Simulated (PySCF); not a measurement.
BH6N, SMILES [NH3+][BH3-]. Geometry optimised at B3LYP-D3(BJ)/def2-TZVP.

### Question
Give the equilibrium geometry at B3LYP-D3(BJ)/def2-TZVP (PySCF confirms it by a frequency run) as a Z-matrix, and its point group. (The exact figures need the calculation; the answer reports its results.)

### Answer
point group C3v.
```
N
H 1 1.0159
H 1 1.0159 2 107.95
H 1 1.0159 2 107.95 3 116.46
B 1 1.6582 2 110.95 4 121.77
H 5 1.2082 1 104.94 2 60.00
H 5 1.2082 6 113.60 1 -114.06
H 5 1.2082 6 113.60 7 -131.88
```
Charge 0, spin multiplicity 1.
